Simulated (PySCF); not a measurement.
## Calculated data, C$_{2}$H$_{5}$AlF, B$_{2}$H$_{4}$NSi

Calculation on a computer-drawn molecule: optimised geometry and harmonic frequencies of an isolated molecule of the commonest isotopes, restricted reference for singlets and unrestricted otherwise, frozen core in MP2. Program: PySCF 2.14.0.

Common to all runs: charge 0; multiplicity 2; method HF; basis cc-pV(D+d)Z.

(1) C$_{2}$H$_{5}$AlF

Start structure:
```xyz
9
C2H5AlF
C     -0.6304    -0.5571    -0.9487
C      0.0798     0.8130    -1.2337
Al    -0.6497     1.6460    -2.9916
F     -0.2446     3.1065    -3.6455
H     -0.5569    -1.2274    -1.7281
H     -0.2422    -0.9625    -0.0583
H     -1.7298    -0.3202    -0.7707
H      1.1792     0.6151    -1.3442
H     -0.0019     1.4131    -0.3553
```

- rotational constants: 23.48, 2.546, 2.364 GHz
- total energy: -420.0607 hartree
- spin squared: 0.7583
- convergence status largest gradient component: 2.688e-05 hartree/bohr

Drawn bonds:
```
atom  other atom  order
   1           2      1
   2           3      1
   3           4      1
   1           5      1
   1           6      1
   1           7      1
   2           8      1
   2           9      1
```

Optimised structure:
```xyz
9
C2H5AlF
C     -0.6374    -0.5416    -0.9078
C     -0.0095     0.7872    -1.3461
Al    -0.7217     1.6559    -2.9833
F      0.0043     3.0951    -3.3996
H     -0.5319    -1.3108    -1.6775
H     -0.1697    -0.9267     0.0023
H     -1.7061    -0.4347    -0.7033
H      1.0692     0.6665    -1.5144
H     -0.0936     1.5355    -0.5464
```

Modes:
```
frequency (cm⁻¹)  reduced mass (dalton)
           37.41                  3.446
           152.5                  4.981
           221.1                  1.147
           287.7                  4.636
           574.6                  1.221
           576.1                  4.708
           828.3                  18.81
           968.6                  1.062
            1019                  1.273
            1089                  2.687
            1304                  1.486
            1342                  1.296
            1517                  1.168
            1540                  1.137
            1594                  1.044
            1605                  1.039
            3135                  1.058
            3166                  1.037
            3172                  1.099
            3230                  1.103
            3235                  1.103
```

(2) B$_{2}$H$_{4}$NSi

Start structure:
```xyz
8
B2H4NSi
B     -3.3870     0.9993     2.0073
Si    -2.0573     2.2005     1.3842
B     -0.5600     1.8598     0.2632
N      0.4513     1.6122    -0.3806
H     -4.2674     1.2655     2.7290
H     -3.1614    -0.1980     1.9397
H     -2.2731     3.7061     1.5332
H      1.1966     1.3841    -0.9906
```

- rotational constants: 21.32, 2.66, 2.365 GHz
- total energy: -395.0417 hartree
- spin squared: 0.767
- convergence status largest gradient component: 3.096e-05 hartree/bohr

Drawn bonds:
```
atom  other atom  order
   1           2      1
   2           3      1
   3           4      2
   1           5      1
   1           6      1
   2           7      1
   4           8      1
```

Optimised structure:
```xyz
8
B2H4NSi
B     -3.3492     0.9447     2.0869
Si    -2.1244     2.2896     1.3541
B     -0.5326     1.8560     0.2538
N      0.4526     1.5796    -0.4273
H     -4.2917     1.2833     2.7433
H     -3.1534    -0.2177     1.8771
H     -2.3018     3.7383     1.5704
H      1.2422     1.3556    -0.9729
```

Modes:
```
frequency (cm⁻¹)  reduced mass (dalton)
           130.6                    3.2
           137.7                   1.27
           301.8                  3.979
           351.1                   3.33
           409.9                    1.1
           527.3                   6.15
           542.1                  1.236
           562.4                  1.234
             670                  1.423
           713.5                  4.461
           871.2                  1.187
           903.3                  1.269
            1248                  1.158
            2061                  7.734
            2345                  1.042
            2688                   1.05
            2779                  1.128
            4081                  1.102
```
